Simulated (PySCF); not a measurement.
Molecule: `CC(C)=C1C[C@@H]1C#N`, C₇H₉N.

Cartesian coordinates in Å; atom numbers follow the order of the lines, from 1:
```xyz
17

C    -1.841    1.058   -0.086
C    -0.817   -0.029    0.069
C    -1.255   -1.413   -0.305
C     0.389    0.225    0.518
C     1.404    1.167    0.975
C     1.720   -0.327    0.859
C     2.564   -0.764   -0.196
N     3.235   -1.115   -1.055
H    -2.184    1.100   -1.118
H    -2.704    0.851    0.545
H    -1.427    2.025    0.188
H    -1.592   -1.429   -1.341
H    -0.442   -2.124   -0.192
H    -2.090   -1.726    0.322
H     1.860    1.833    0.253
H     1.338    1.580    1.972
H     1.834   -0.899    1.774
```

Frames of a GFN2-xTB Langevin trajectory at 600 K; GIAO PBE0/pcSseg-1 shieldings in PySCF 2.14, gas phase, non-relativistic; equivalent atoms averaged within each frame.

δ = σ(ref) − σ, references computed at the same level: 13C (σ = 186.93 ppm), 1H (σ = 31.72 ppm) against TMS; 15N (σ = 267.73 ppm) vs NH3. The references are static minima.

**Question.** How do the shifts (ppm) fluctuate along the trajectory?

**Answer.** 
```csv
time (fs),C2,C4,C7,C3,C5,C1,C6,N8,H9/H10/H11,H12/H13/H14
optimised geometry,135.9,119.3,124.9,25.0,13.9,25.3,2.1,290.1,2.01,2.08
250,139.1,133.7,130.5,32.0,26.1,25.4,7.3,300.2,3.21,3.20
425,127.0,119.3,127.6,35.0,20.9,24.7,13.3,307.6,2.77,3.28
625,130.8,118.3,133.8,26.4,8.5,35.5,0.7,310.3,3.57,2.74
800,133.2,130.0,138.7,15.9,21.4,19.2,8.4,321.8,1.49,1.44
1000,131.4,118.1,125.2,27.8,21.8,22.5,-1.7,294.8,0.93,3.08
mean of frames,132.3,123.9,131.2,27.4,19.7,25.5,5.6,306.9,2.39,2.75
standard deviation,4.4,7.4,5.3,7.3,6.6,6.1,6.1,10.3,1.13,0.76
```

5 frames give an uncertainty of the mean of about the standard deviation over 2.2 at best, since frames this close in time may not be independent; classical motion lacks zero-point vibration, and the reference would need the same averaging.
